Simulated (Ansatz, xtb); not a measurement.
## ClGeH5SSi: which of two isomers lies lower

Structure I is `S[SiH2][GeH2][Cl]`, a singlet and structure II is `[SH][GeH2][SiH2]Cl`, a singlet. Both are isolated molecules in the gas phase, relaxed with PBE0-D3(BJ)/def2-SVP, each in the lowest conformer that the search found.

Estimate which is lower in electronic energy at CCSD(T)/def2-SVP + ΔMP2/def2-TZVPP, and by roughly how much.

The CCSD(T)/def2-SVP + ΔMP2/def2-TZVPP calculation puts structure II lower, by 7.50 kJ/mol.

How the difference moves with the method:

| level | geometry | E(II) − E(I) (kJ/mol) | departure from the last row (kJ/mol) | job, with rough time for the two |
| --- | --- | --- | --- | --- |
| PBE0-D3(BJ)/def2-SVP | PBE0-D3(BJ)/def2-SVP | −3.60 | +3.90 | optimisation, 60 s |
| HF/def2-SVP | PBE0-D3(BJ)/def2-SVP | −4.98 | +2.52 | part of the CCSD(T) run |
| MP2/def2-SVP | PBE0-D3(BJ)/def2-SVP | −6.61 | +0.89 | part of the CCSD(T) run |
| CCSD(T)/def2-SVP | PBE0-D3(BJ)/def2-SVP | −5.96 | +1.53 | single point |
| CCSD(T)/def2-SVP + ΔMP2/def2-TZVPP | PBE0-D3(BJ)/def2-SVP | −7.50 |  | single point, 33 s |

As drawn, II has 1 Ge–S, 1 Cl–Si in place of 1 S–Si, 1 Cl–Ge.

The levels shown agree on the order. The largest departure from CCSD(T)/def2-SVP + ΔMP2/def2-TZVPP is that of PBE0-D3(BJ)/def2-SVP, 3.90 kJ/mol. Levels run at GFN2-xTB geometries aren't shown. The last row adds to CCSD(T) the change of the MP2 difference between the two basis sets, here −1.53 kJ/mol.

With thermal terms from frequencies at re-optimised GFN2-xTB minima (ideal gas, soft modes damped towards free rotors, one conformer each, 298.15 K, 1 atm): on the last row, ΔE + ΔZPE = −7.35, ΔH = −7.37, ΔG = −7.17 kJ/mol.

The correlated steps freeze 24 core orbitals; the filled d shell of Ge is correlated, in a basis made for valence electrons. Run with Ansatz 0.2.0, xtb 6.7.1; the last row on 2 threads of Intel(R) Xeon(R) Platinum 8259CL CPU @ 2.50GHz (Skylake/Cascade Lake) on a shared host.
